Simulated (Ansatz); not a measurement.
Ansatz (a first-principles code) input (HF/aug-cc-pV(Q+d)Z):
A basis named .json is the Basis Set Exchange file of that set.

Ansatz 0.2 input:
```yaml
crystal:
  periodic: [false, false, false]
  atoms:
    - {symbol: Si, position_ang: [0.12804102, -0.03407509, -0.01577018]}
    - {symbol: C, position_ang: [1.57228033, -1.01353106, 0.10141582]}
    - {symbol: C, position_ang: [-1.31962929, -0.92453588, -0.86755855]}
    - {symbol: O, position_ang: [-0.51740217, 0.48993170, 1.49322793]}
    - {symbol: O, position_ang: [0.21846685, 1.50216904, -0.75033056]}
    - {symbol: H, position_ang: [2.55945641, -0.59993086, 0.29166372]}
    - {symbol: H, position_ang: [1.58071607, -2.02643394, -0.29290112]}
    - {symbol: H, position_ang: [-1.17693713, -0.96333091, -1.95062345]}
    - {symbol: H, position_ang: [-2.26469899, -0.41032040, -0.66631905]}
    - {symbol: H, position_ang: [-1.40964636, -1.95099453, -0.50008118]}
    - {symbol: H, position_ang: [-0.04310509, -0.03412864, 2.14733807]}
    - {symbol: H, position_ang: [-0.16278310, 2.15378619, -0.15461706]}
basis:
  gaussian:
    orbitals: aug-cc-pV_Q+d_Z.json
hamiltonian:
  xc: hf
total_charge: -1
```

Output:

```
Functional definition: HF
integrals: 1.84 GiB planned
2018 factors; their error is unknown
mean field: 4.48 GiB planned
mean field evaluation 1: about -14109.3552 eV, gradient 4.4e1 eV
mean field evaluation 2: about -14112.8807 eV, gradient 2.1e1 eV
mean field evaluation 4: about -14113.8611 eV, gradient 1.0e0 eV
mean field evaluation 8: about -14113.8653 eV, gradient 5.1e-2 eV
mean field -14113.90844076 eV, -518.6765684472 hartree, gradient 2.4e-5 eV, S^2 0.000000; 0 other end points of the search recorded, 0 dependent functions left out
reference -14113.90844076 eV, -518.6765684472 hartree; 25, 25 occupied and 706, 706 virtual orbitals, 2018 factors
Total energy: -14113.90844076 eV, -518.6765684472 hartree
```

It need not be the lowest isomer of its formula. Whether it binds its extra electron was not tested at this geometry.
